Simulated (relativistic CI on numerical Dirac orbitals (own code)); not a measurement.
# Tl LV: q coefficients and field-shift factors

Method of calculation: Dirac-Coulomb-Breit CI, separate exchange-only KLI orbitals for each configuration, derivatives by finite differences, unscaled Slater integrals, QED left out (own radial code, finite nucleus).

Configuration list (outside the closed core [Ne]): 3s2 3p6 3d9, 3s2 3p5 3d10, 3s 3p6 3d10, 3s2 3p6 3d8 4s, 3s2 3p6 3d8 4p, 3s2 3p4 3d10 4s, 3s2 3p6 3d8 4d, 3s2 3p4 3d10 4p. Levels of other configurations are missing.

With x = (α/α₀)² − 1 an excitation energy changes as ω = ω₀ + qx; K = 2q/ω₀ is the relative enhancement. Terms are leading LS components, so labels can repeat. The field-shift factor is F = δν/δ⟨r²⟩ for the transition from the lowest level.

Lowest level 3s2 3p6 3d9 2D_5/2.

| Level | ω₀ (cm⁻¹) | q (cm⁻¹) | K | F (GHz/fm²) |
| --- | --- | --- | --- | --- |
| 3s2 3p6 3d9 2D_3/2 | 831714 | 846900 | 2.04 | 32 |
| 3s2 3p5 3d10 2P°_3/2 | 4347737 | 1.042e+06 | 0.479 | 79.4 |
| 3s2 3p5 3d10 2P°_1/2 | 8263017 | 6.07e+06 | 1.47 | -1010 |
| 3s 3p6 3d10 2S_1/2 | 10544116 | 6.594e+06 | 1.25 | -14100 |
| 3s2 3p6 3d8 4s 4F_9/2 | 16364518 | -2.616e+06 | -0.32 | 5240 |
| 3s2 3p6 3d8 4s 2F_7/2 | 16392626 | -2.611e+06 | -0.319 | 5230 |
| 3s2 3p6 3d8 4s 2D_5/2 | 16454816 | -2.611e+06 | -0.317 | 5230 |
| 3s2 3p6 3d8 4s 2D_3/2 | 16468798 | -2.606e+06 | -0.316 | 5230 |
| 3s2 3p6 3d8 4s 2S_1/2 | 16643119 | -2.586e+06 | -0.311 | 5230 |
| 3s2 3p6 3d8 4s 4F_7/2 | 17188866 | -1.761e+06 | -0.205 | 5270 |
| 3s2 3p6 3d8 4s 4F_5/2 | 17196589 | -1.758e+06 | -0.204 | 5260 |
| 3s2 3p6 3d8 4s 4P_5/2 | 17277070 | -1.755e+06 | -0.203 | 5270 |
| 3s2 3p6 3d8 4s 4P_3/2 | 17284419 | -1.752e+06 | -0.203 | 5270 |

At this charge energies of transitions that change n are usually good to better than 1 %, and those within a shell (Δn = 0) to a few per cent.
